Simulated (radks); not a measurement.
Question: Species: Ag XXVII. Configuration: [Ar] 3d3 (the NIST ground configuration). All-electron calculation, scalar-relativistic Kohn-Sham, PW91, spin-unpolarised, spherical densities, point nucleus. Program: a radial shooting solver on a logarithmic mesh with Libxc functionals. Some entries of the table are withheld. Estimate them.

orbital  occ.  eigenvalue (hartree)  <1/r> (bohr^-1)  <r^2> (bohr^2)
1s          2             -972.4383            49.43             (1)
2s          2                   (2)            11.30         0.02117
2p          6             -163.9796            10.90         0.01664
3s          2                   (3)            4.292          0.1338
3p          6             -55.63884            4.132          0.1301
3d          3             -49.26371            3.944          0.1063

Answer: 
(1) 1s <r^2> (bohr^2): 0.001308
(2) 2s eigenvalue (hartree): -177.8649
(3) 3s eigenvalue (hartree): -60.15723
